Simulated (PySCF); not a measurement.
Compound: C6H5F.
Numbering: `[F:1][CH:2]=[C:3]1[CH:4]=[CH:5][CH:6]=[CH:7]1` (hydrogens: H8 on C2; H9 on C4; H10 on C5; H11 on C6; H12 on C7)

A GFN2-xTB structure was refined with PBE0-D3(BJ)/def2-SVP geometry optimisation, gas phase (PySCF 2.14.0). Its GFN2-xTB values:

| coordinate | GFN2-xTB |
| --- | --- |
| F1–C2 | 1.303 Å |
| C2=C3 | 1.321 Å |
| C2–H8 | 1.063 Å |
| C3–C4 | 1.492 Å |
| C3–C7 | 1.477 Å |
| C4=C5 | 1.308 Å |
| C4–H9 | 1.079 Å |
| C5–C6 | 1.468 Å |
| C5–H10 | 1.071 Å |
| C6=C7 | 1.330 Å |
| C6–H11 | 1.066 Å |
| C7–H12 | 1.078 Å |
| F1–C2–C3 | 122.2° |
| C2–C3–C4 | 127.0° |
| C2–C3–C7 | 129.4° |
| C3–C4–C5 | 109.2° |
| C3–C7–C6 | 108.8° |
| C4–C3–C7 | 103.6° |
| C4–C5–C6 | 109.3° |
| C5–C6–C7 | 109.0° |

Task: How do these coordinates change at the PBE0-D3(BJ)/def2-SVP level?

Result: 
```json
{"coordinate": "C4=C5", "PBE0-D3(BJ)/def2-SVP (Å or °)": "1.357", "change": "+0.049"}
{"coordinate": "C2–H8", "PBE0-D3(BJ)/def2-SVP (Å or °)": "1.095", "change": "+0.032"}
{"coordinate": "C6=C7", "PBE0-D3(BJ)/def2-SVP (Å or °)": "1.358", "change": "+0.028"}
{"coordinate": "C3–C4", "PBE0-D3(BJ)/def2-SVP (Å or °)": "1.464", "change": "-0.028"}
{"coordinate": "C6–H11", "PBE0-D3(BJ)/def2-SVP (Å or °)": "1.091", "change": "+0.025"}
{"coordinate": "C2=C3", "PBE0-D3(BJ)/def2-SVP (Å or °)": "1.343", "change": "+0.022"}
{"coordinate": "C5–H10", "PBE0-D3(BJ)/def2-SVP (Å or °)": "1.091", "change": "+0.020"}
{"coordinate": "F1–C2", "PBE0-D3(BJ)/def2-SVP (Å or °)": "1.319", "change": "+0.016"}
{"coordinate": "C3–C7", "PBE0-D3(BJ)/def2-SVP (Å or °)": "1.461", "change": "-0.016"}
{"coordinate": "C4–H9", "PBE0-D3(BJ)/def2-SVP (Å or °)": "1.090", "change": "+0.011"}
{"coordinate": "C7–H12", "PBE0-D3(BJ)/def2-SVP (Å or °)": "1.088", "change": "+0.010"}
{"coordinate": "C5–C6", "PBE0-D3(BJ)/def2-SVP (Å or °)": "1.464", "change": "-0.004"}
{"coordinate": "C4–C3–C7", "PBE0-D3(BJ)/def2-SVP (Å or °)": "107.4", "change": "+3.8"}
{"coordinate": "C3–C4–C5", "PBE0-D3(BJ)/def2-SVP (Å or °)": "107.2", "change": "-2.0"}
{"coordinate": "C2–C3–C4", "PBE0-D3(BJ)/def2-SVP (Å or °)": "125.0", "change": "-2.0"}
{"coordinate": "C3–C7–C6", "PBE0-D3(BJ)/def2-SVP (Å or °)": "107.1", "change": "-1.7"}
{"coordinate": "C2–C3–C7", "PBE0-D3(BJ)/def2-SVP (Å or °)": "127.6", "change": "-1.8"}
{"coordinate": "C5–C6–C7", "PBE0-D3(BJ)/def2-SVP (Å or °)": "109.3", "change": "+0.3"}
{"coordinate": "F1–C2–C3", "PBE0-D3(BJ)/def2-SVP (Å or °)": "122.5", "change": "+0.3"}
{"coordinate": "C4–C5–C6", "PBE0-D3(BJ)/def2-SVP (Å or °)": "109.1", "change": "-0.2"}
```

The energy falls by 19.1 kJ/mol over 9 energy and gradient evaluations, the largest force component goes from 0.0678 to 1.1e-04 Eh/bohr, and the atoms move by 0.027 Å rms after alignment. The bond that changes most is C4=C5 (both ends alkene CH carbon), which lengthens by 0.049 Å. Bonds longer at the end by more than 0.005 Å: 9 of 12; shorter: 2. Rotational constants go from 7594, 1945, 1548 to 7453, 1936, 1537 MHz.

The run used 123 basis functions and 63 SCF cycles in all.

PBE0-D3(BJ)/def2-SVP frequencies: not computed here.
